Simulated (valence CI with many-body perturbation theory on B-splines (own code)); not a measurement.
Sb³⁰⁺: calculated level list

Computed by relativistic CI+MBPT: three valence electrons over a frozen Dirac-Fock core [Ar], a basis of 7 s, 7 p, 8 d, 6 f, 4 g, 1 h functions for each j, with the one-electron correlation potential Σ1, the two-electron term Σ2, the three-electron term Σ3, Breit, model QED; selected CI, second order for the rest, scaled by the run's own slope (own B-spline code, finite nucleus).

No measured spectrum was set against this ion. As an estimate, large intervals hold to a few tenths of a per cent, small ones and those within an open d or f shell to about a per cent. Only levels of the ground parity were solved; by the run's estimate the other parity begins above the list, which can be wrong where configurations are misplaced.

Levels 1 to 19 of 19, with energies above the lowest level, (3d3/2^3) J=3/2. "Leading %" is the weight of the configuration and term that name the level; weights of strongly mixed levels are sums over their largest components and can fall short. In the jj column 3d3/2^4 stands for four electrons in 3d with j = 3/2. Lifetimes count E1, E2, E3, M1 and M2 decay at the calculated energies, and are blank where another channel may lead or the interval is too uncertain; long ones can be off by a factor of two.

```csv
No.,Configuration,Term,J,E (cm⁻¹),Leading %,Lifetime,g,Second component,Leading jj
1,3d³,⁴F,3/2,0,71,,0.548,23 % 3d³ ²D,3d3/2^3 (85 %)
2,3d³,⁴F,5/2,62012,92,126 μs,1.038,8 % 3d³ ²D,3d3/2^2 3d5/2 (94 %)
3,3d³,⁴F,7/2,98191,70,741 μs,1.142,25 % 3d³ ²G,3d3/2^2 3d5/2 (72 %)
4,3d³,⁴P,3/2,105540,44,103 μs,1.314,33 % 3d³ ²P,3d3/2^2 3d5/2 (88 %)
5,3d³,²G,9/2,113260,41,21.1 ms,1.139,36 % 3d³ ⁴F,3d3/2^2 3d5/2 (85 %)
6,3d³,⁴P,1/2,124070,67,338 μs,2.003,33 % 3d³ ²P,3d3/2^2 3d5/2 (98 %)
7,3d³,²G,7/2,178560,68,44.3 μs,0.994,29 % 3d³ ⁴F,3d3/2 3d5/2^2 (80 %)
8,3d³,⁴P,5/2,187430,82,146 μs,1.510,13 % 3d³ ²D,3d3/2 3d5/2^2 (50 %)
9,3d³,²H,9/2,188710,52,74.8 μs,1.108,47 % 3d³ ⁴F,3d3/2 3d5/2^2 (74 %)
10,3d³,²D,3/2,214760,44,25.5 μs,1.165,42 % 3d³ ⁴P,3d3/2 3d5/2^2 (97 %)
11,3d³,²P,1/2,226620,67,49.0 μs,1.324,33 % 3d³ ⁴P,3d3/2 3d5/2^2 (98 %)
12,3d³,²H,11/2,238960,100,156 μs,1.086,,3d3/2 3d5/2^2 (100 %)
13,3d³,²D,5/2,256690,91,60.8 μs,1.197,6 % 3d³ ⁴F,3d3/2 3d5/2^2 (68 %)
14,3d³,²F,5/2,278870,78,77.6 μs,0.966,13 % 3d³ ²D,3d3/2 3d5/2^2 (66 %)
15,3d³,²F,7/2,289820,92,85.7 μs,1.121,7 % 3d³ ²G,3d3/2 3d5/2^2 (91 %)
16,3d³,²G,9/2,293260,58,30.3 μs,1.093,25 % 3d³ ²H,3d5/2^3 (87 %)
17,3d³,²P,3/2,315170,57,27.8 μs,1.193,29 % 3d³ ²D,3d5/2^3 (73 %)
18,3d³,²D,3/2,411830,96,26.1 μs,0.822,,3d3/2 3d5/2^2 (73 %)
19,3d³,²D,5/2,427990,75,14.6 μs,1.153,18 % 3d³ ²F,3d5/2^3 (77 %)
```

The ionisation energy to 3d² ³F2 of the next ion comes out as 1781.7 eV (NIST: 1781 ± 4 eV (theoretical)). All 19 levels together are meant to be complete up to 445100 cm⁻¹.
